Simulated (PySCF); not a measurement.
# Different ions with F ligands: octahedral complexes compared

All values are computed with PySCF: state-averaged CASSCF of the d shell with SC-NEVPT2, spin-free X2C, triple-zeta basis on the metal and double-zeta on the ligands, mean-field spin-orbit coupling; DFT geometries.

| complex | point group | M–L / Å | L–M–L / ° (cis) | solvent |
| --- | --- | --- | --- | --- |
| [VF6]3- | Oh | 1.94 | 90 | water |
| [FeF6]4- | D4h | 2.06–2.17 | 90 | water |
| [MnF6]2- | Oh | 1.80 | 90 | water |
| [TcF6]- | D3d | 1.87 | 89–91 | dichloromethane |
| [RuF6]- | Oh | 1.86 | 90 | dichloromethane |
| [CrF6]2- | Oh | 1.81 | 90 | water |
| [MnF6]3- | D4h | 1.88–2.09 | 90 | water |
| TcF6 | Oh | 1.81 | 90 | none |
| [NiF6]4- | Oh | 2.08 | 90 | water |
| [FeF6]3- | Oh | 1.95 | 90 | water |

For [TcF6]-, [RuF6]-, TcF6 the d shell alone is too small an active space: their values show what this model gives and aren't sound predictions.

Question: What are the ground states and moments?

Answer: 
```tsv
complex	shell	ground state (NEVPT2)	total orbital splitting (CASSCF fit) / cm⁻¹	μeff(300 K) / μB
[VF6]3-	d2	3T1g	15546	2.68
[FeF6]4-	d6	5B2g (from 5T2g)	7362	5.46
[MnF6]2-	d3	4A2g	20678	3.84
[TcF6]-	d2	3A2g (from 3T1g)	37176	1.72
[RuF6]-	d3	4A2g	35919	3.78
[CrF6]2-	d2	3T1g	21208	2.44
[MnF6]3-	d4	5B1g (from 5Eg)	16401	4.87
TcF6	d1	2T2g	43335	0.89
[NiF6]4-	d8	3A2g	5076	3.41
[FeF6]3-	d5	6A1g	10774	5.92
```

In [TcF6]- the next state lies within 300 cm⁻¹ of the lowest, inside the method's error, so which of them is lowest is undecided.

In [FeF6]4-, [TcF6]-, [MnF6]3- the symmetry is lower than cubic, so the total splitting isn't 10Dq alone: it holds the effect of the lower symmetry too.

In [MnF6]2-, [CrF6]2- the metal orbitals mix much with the ligands', for which an active space of the metal shell alone is small.
